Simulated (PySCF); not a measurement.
Coordinates in bohr (charge 0 multiplicity 3):
```
W     0.0000    0.0000    0.0000
O     3.4559    0.0000    0.0000
O    -3.4559    0.0000    0.0000
H     5.2637    0.0000    0.0000
H    -5.2637    0.0000    0.0000
```

Method: UPBE0 in PySCF with W def2-SVP with ECP60, O def2-SVP, H def2-SVP; scalar-relativistic core potentials, no spin–orbit coupling; density-fitted integrals.

This geometry of W(OH)₂ is a stationary point at this level.

(1) What is the point group?

(2) Is it a minimum?

(3) Which band is strongest in the infrared?

(4) What is the atomisation energy, with and without zero-point energy?

Answers

(1) D∞h.

(2) Yes: all harmonic wavenumbers are real, though the softest, 59 cm⁻¹, leaves little margin.

(3) 4010 cm⁻¹ (σu+), 795 km/mol.

(4) 1824 kJ/mol without, 1753 kJ/mol with.

Only a few start shapes were tried, so a lower isomer may exist. Other spin states or occupations of the open shell can lie lower. With an element this heavy the missing spin–orbit coupling can shift these numbers.
